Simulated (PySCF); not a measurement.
2-chloropyrimidine (`Clc1ncccn1`). Method used: PySCF 2.14.0, PBE0-D3(BJ)/def2-TZVP geometry optimisation, gas phase.

```
atom  x, y, z in Å
Cl1    3.1461   -0.3256   -0.0705
C2     1.4323   -0.1513   -0.0340
N3     0.9598    1.0055   -0.4587
C4    -0.3624    1.1301   -0.4263
C5    -1.1915    0.1166    0.0214
C6    -0.5655   -1.0455    0.4382
N7     0.7544   -1.1914    0.4147
H8    -0.7627    2.0783   -0.7733
H9    -2.2673    0.2265    0.0450
H10   -1.1343   -1.8946    0.8056
```

Question: Which two atoms are farthest apart?

Answer: Cl1···H9, 5.44 Å; the next longest distance is 4.64 Å.

Question: Work out the bond lengths C2–N3, N3–C4, C4–C5, C4–H8, C5–C6, C5–H9 in pm.

Answer: For C2–N3 the difference vector is (-0.4725, 1.1568, -0.4247) Å, of length 1.3198 Å. C2–N3 132.0; N3–C4 132.8; C4–C5 138.4; C4–H8 108.6; C5–C6 138.4; C5–H9 108.2 pm.

Question: How far apart are these pairs, which share no bond: N3···C6, N3···N7, C4···N7, C5···H10, H8···H9?

Answer: N3···C6 2.709 Å (3 bonds apart); N3···N7 2.373 Å (2 bonds apart); C4···N7 2.710 Å (3 bonds apart); C5···H10 2.159 Å (2 bonds apart); H8···H9 2.522 Å (3 bonds apart).

Question: Where is the centre of mass (commonest isotopes), and what is the radius of gyration?

Answer: Mass 113.998 u; centre at (1.066, -0.114, -0.026) Å; Rg = √(Σ m r²/M) = 1.816 Å. As Ia + Ib + Ic = 2 Σ m r², the three principal moments sum to 751.7 u·Å².

Question: What are the angles Cl1–C2–N7, C2–N3–C4, N3–C4–C5, C4–C5–C6, C4–C5–H9, C2–N7–C6?

Answer: From the scalar product of the two bond vectors; for Cl1–C2–N7 it is -0.9969 Å² over 1.7230 × 1.3201 Å², cos θ = -0.4383. Cl1–C2–N7 116.0°; C2–N3–C4 115.5°; N3–C4–C5 122.4°; C4–C5–C6 116.2°; C4–C5–H9 121.9°; C2–N7–C6 115.5°.

Question: How far are the heavy atoms from their best plane (unweighted least squares)?

Answer: 0.000 Å rms; none is more than 0.001 Å off.

Question: Give the dihedral angles C2–N3–C4–C5, N7–C2–N3–C4, H9–C5–C6–H10, N3–C2–N7–C6, H10–C6–N7–C2, H8–C4–C5–H9.

Answer: C2–N3–C4–C5 0° (synperiplanar); N7–C2–N3–C4 0° (synperiplanar); H9–C5–C6–H10 0° (synperiplanar); N3–C2–N7–C6 0° (synperiplanar); H10–C6–N7–C2 180° (antiperiplanar); H8–C4–C5–H9 0° (synperiplanar). Dihedral signs follow IUPAC: positive where, seen along the central bond, the front bond turns clockwise onto the rear one.

Question: Write the matrix of distances between heavy atoms (Å, lower triangle).

Answer: 
```
Cl1   0.000
C2    1.723  0.000
N3    2.589  1.320  0.000
C4    3.815  2.240  1.328  0.000
C5    4.361  2.638  2.377  1.384  0.000
C6    3.815  2.239  2.709  2.350  1.384  0.000
N7    2.589  1.320  2.373  2.710  2.377  1.328  0.000
```

No PBE0-D3(BJ)/def2-TZVP frequencies stand behind this structure, so it isn't proved a minimum.
